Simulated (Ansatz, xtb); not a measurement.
## B2BrFH2Si: where a starting geometry ends

The starting geometry of this gas-phase singlet was built from a drawn formula by distance geometry and a force field; its bonds are those of `FB1[SiH2]B1Br`.

```yaml
atoms:
  - { symbol: B, position_ang: [-0.3186, -0.2892, -1.4750] }
  - { symbol: B, position_ang: [0.0564, -0.8955, 0.1455] }
  - { symbol: Br, position_ang: [-0.4345, -1.9711, 1.7526] }
  - { symbol: F, position_ang: [-1.2752, -0.2446, -2.5843] }
  - { symbol: Si, position_ang: [1.2692, 0.3071, -0.7228] }
  - { symbol: H, position_ang: [1.2393, 1.6663, -0.1859] }
  - { symbol: H, position_ang: [2.4588, -0.3708, -1.2007] }
```

Where would you expect an optimisation with r2SCAN-D4/def2-SVP to take it?

A new bond forms, giving a structure with H7 bridging Si5 and B2, given below by its coordinates. Distances that change by over a tenth: Si5–H7 (1.45 → 1.64 Å). Contacts that close: B2–H7 (2.80 → 1.30 Å).

The energy falls by 1.96 eV over 24 steps:

| step | E − E(last) (eV) |
| --- | --- |
| 1 | 1.960 |
| 4 | 1.012 |
| 6 | 0.867 |
| 9 | 0.455 |
| 11 | 0.138 |
| 14 | 0.025 |
| 16 | 0.004 |
| 19 | 0.000 |
| 21 | 0.000 |
| 24 | 0.000 |

Final geometry (Å):

```xyz
7

B    -0.4181   -0.3085   -1.5039
B     0.2561   -0.9122   -0.1599
Br    0.0939   -2.3638    1.0813
F    -1.3714   -0.4798   -2.4014
Si    1.0154    0.7984   -0.9943
H     2.1622    1.6782   -0.5744
H     1.2572   -0.2099    0.2820
```

From the same start GFN2-xTB ends elsewhere, at `FB=[B-]([SiH2+])Br`.

No frequencies were run, so the end isn't proven a minimum. Run with Ansatz 0.2.0, 61 s on 2 threads of Intel(R) Xeon(R) Platinum 8259CL CPU @ 2.50GHz (Skylake/Cascade Lake), with other jobs on the host.
